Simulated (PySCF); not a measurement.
Ionisation energy of Cd by level of theory

Cd [Kr] 4d10 5s2 (1S) → Cd⁺ [Kr] 4d10 5s1 (2S), as a difference of total energies. Calculation: PySCF 2.14, in x2c-TZVPPall with one added diffuse shell each of s, p, d, f type (9s7p7d3f1g, 95 functions); scalar relativity by spin-free X2C-1e. Correlated levels: valence: [Kr] frozen; valence and next inner shell: [Ar] 3d10 frozen. The calculations carry no spin-orbit coupling.

Order these methods by the ionisation energy they give, lowest first.
A. BP86
B. PBE0
C. SCS-MP2 (valence)
D. BHandHLYP

D (8.654 eV), B (8.766 eV), C (8.813 eV), A (9.216 eV).

Errors of the correlated levels include the incompleteness of this basis and the frozen core.

For comparison: 8.994 eV (measured; NIST Atomic Spectra Database, ionization energies).
